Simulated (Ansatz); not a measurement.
One change: `C#C[SiH2][AlH2]` becomes `C#C[SiH3]`.

Ansatz, PBE0-D4/def2-TZVP geometries, multiplicity 1. 

| property | `C#C[SiH2][AlH2]` |
| --- | --- |
| HOMO energy (PBE0/def2-TZVPP) / eV | -7.31 |
| HOMO energy (B3LYP/def2-TZVPP) / eV | -7.12 |
| HOMO energy (PBE/def2-TZVPP) / eV | -6.27 |
| size of the dipole moment (PBE/def2-TZVPP) / D | 0.26 |
| LUMO energy (PBE/def2-TZVPP) / eV | -2.87 |
| LUMO energy (B3LYP/def2-TZVPP) / eV | -2.28 |

(1) Give the same properties after the change, and the shifts. (Best estimate.)

Results:

(1) The calculation gave: 
| property | `C#C[SiH3]` | shift |
| --- | --- | --- |
| HOMO energy (PBE0/def2-TZVPP) / eV | -8.32 | -1.01 |
| HOMO energy (B3LYP/def2-TZVPP) / eV | -8.08 | -0.96 |
| HOMO energy (PBE/def2-TZVPP) / eV | -7.11 | -0.84 |
| size of the dipole moment (PBE/def2-TZVPP) / D | 0.38 | 0.12 |
| LUMO energy (PBE/def2-TZVPP) / eV | -1.06 | 1.81 |
| LUMO energy (B3LYP/def2-TZVPP) / eV | -0.31 | 1.97 |

With PBE0 the HOMO falls by 1.01 eV and the LUMO rises by 1.99 eV, so the gap widens by about 3.00 eV. PBE moves the HOMO by -0.84 eV and ωB97M-V by -1.29 eV. The zero-point energy changes by -14.4 kJ/mol with -6 modes. Dipoles are sizes alone; their direction can turn.

B3LYP here is the variant with VWN-RPA as its local correlation; programs differ in this.
